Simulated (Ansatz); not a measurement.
Total energies of Te(GeH3)2 (Ge₂TeH₆) from Ansatz at PBE0-D4/def2-TZVP, gas phase (1 Eh = 27.2114 eV = 2625.5 kJ/mol). The reference geometry is relaxed at PBE-D4/def2-SVP.

| state | geometry | energy (Eh) |
| --- | --- | --- |
| charge 0 singlet | reference | -4425.15830 |
| charge 1 doublet | reference | -4424.85604 |
| charge 1 doublet | relaxed at PBE-D4/def2-SVP | -4424.86314 |
| free Te atom (triplet) | – | -267.99464 |
| free Ge atom (triplet) | – | -2076.65516 |
| free H atom (doublet) | – | -0.50104 |

In the def2 sets Te takes a core potential; there is no spin–orbit coupling.

Question: Work out the vertical ionisation energy to the doublet.

Answer: E(charge 1 doublet) − E(charge 0 singlet) = -4424.85604 − (-4425.15830) = 0.30226 Eh = 8.22 eV. For comparison, −ε of the highest occupied level is 6.38 eV at this level, 1.84 eV less.

Question: How much does the charge 1 doublet relax, and what is the adiabatic ionisation energy?

Answer: Relaxation: -4424.85604 − (-4424.86314) = 0.00710 Eh = 0.19 eV. Adiabatic ionisation energy: 0.29516 Eh = 8.03 eV, without zero-point energy. 

Question: What is the binding energy per atom against free atoms?

Answer: Atoms: 1 × (-267.99464) + 2 × (-2076.65516) + 6 × (-0.50104) = -4424.31120 Eh. Binding: -4424.31120 − (-4425.15830) = 0.84710 Eh = 23.05 eV, or 2.56 eV for each of 9 atoms (no zero-point energy, no counterpoise term).
